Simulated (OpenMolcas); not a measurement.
## Computed transition rates of Kr3+

- Program: OpenMolcas
- Method: MS-RASPT2, IPEA 0.25 Eh, imaginary shift 0.1 Eh (closed shells correlated: 3d)
- Basis: ANO-RCC-VTZP [6s5p3d1f]
- Scalar Hamiltonian: DKH2, point nucleus
- Active space: 5 electrons in 9 orbitals (RAS2 4s 4p; RAS3 4d, at most 2 electrons)
- State averaging: 2S+1 = 4 odd, 1 root; 2S+1 = 2 odd, 11 roots; 2S+1 = 4 even, 3 roots; 2S+1 = 2 even, 9 roots
- Spin-orbit coupling: state interaction with AMFI integrals over the reference wave functions, term energies averaged over their components

Rates come from the transition moments of the reference wave functions (E1 and E2 in the length form). At fixed line strength A goes as λ^-3 for E1 and M1 and as λ^-5 for E2, so a rate at the computed wavelength can be rescaled to the measured one. Measured vacuum wavelengths follow from level energies in Saloman, J. Phys. Chem. Ref. Data 36, 215 (2007). Branching counts decays inside the model space alone, at computed energies, and the table is only a selection of the E2 and M1 lines, drawn from those between levels with measured partners whose computed energy lies within a factor of 1.5 of the measured one.

```csv
Upper,Lower,Type,λ computed (nm),λ measured (nm),A computed (s-1),A rescaled (s-1),Branching %
4s2 4p3 2P* 3/2,4s2 4p3 4S* 3/2,M1,290.3,299.4,2.04e+01,,57.7
4s2 4p3 2P* 1/2,4s2 4p3 4S* 3/2,M1,306.3,322,1.00e+01,,67.6
4s2 4p3 2P* 3/2,4s2 4p3 2D* 3/2,M1,625.1,610.9,9.75e+00,,27.6
4s2 4p3 2P* 3/2,4s2 4p3 2D* 5/2,M1,682.2,680,4.33e+00,,12.3
4s2 4p3 2P* 1/2,4s2 4p3 2D* 3/2,M1,704.3,713.3,4.20e+00,,28.3
4s2 4p3 2D* 3/2,4s2 4p3 4S* 3/2,M1,541.9,586.9,2.07e+00,,99.4
4s2 4p3 2P* 3/2,4s2 4p3 2D* 5/2,E2,682.2,680,5.34e-01,5.43e-01,1.5
4s2 4p3 2P* 1/2,4s2 4p3 2D* 3/2,E2,704.3,713.3,3.99e-01,3.74e-01,2.7
4s2 4p3 2P* 3/2,4s2 4p3 2D* 3/2,E2,625.1,610.9,2.64e-01,2.96e-01,0.7
4s2 4p3 2P* 1/2,4s2 4p3 2D* 5/2,E2,777.6,809.3,1.76e-01,1.44e-01,1.2
4s2 4p3 2D* 5/2,4s2 4p3 4S* 3/2,M1,505.3,534.8,6.92e-02,,56.9
4s2 4p3 2D* 5/2,4s2 4p3 4S* 3/2,E2,505.3,534.8,2.86e-02,,23.5
4s2 4p3 2D* 5/2,4s2 4p3 2D* 3/2,M1,7469,6014,2.38e-02,4.56e-02,19.6
4s2 4p3 2D* 3/2,4s2 4p3 4S* 3/2,E2,541.9,586.9,1.35e-02,,0.6
```

Spin-changing lines and M1 lines between different terms are not rescaled, since their strength hangs on the term gaps too.

The largest correction is for 4s2 4p3 2D* 5/2 → 4s2 4p3 2D* 3/2 (M1): 2.38e-02 × (7469 / 6014)^3 = 4.56e-02 s-1, a factor of 1.92.

No measured rate stands beside these. Rescaling mends the energy factor alone: line strengths can still be far off where a level mixes with configurations outside the active space, and weak or spin-changing lines hang on small mixing coefficients that depend on the term gaps too, so rescaling need not improve them.

The run also gave levels led by 4s2 4p2 4d, which use shells meant for correlation; these and all levels above them are left out. Computed and measured levels are paired by configuration, term and J; levels that our copy of the source lacks, or whose pairing is in doubt (as where it misses far off the trend of its configuration), stay unpaired. Only configurations of the active space appear.

* marks odd parity.
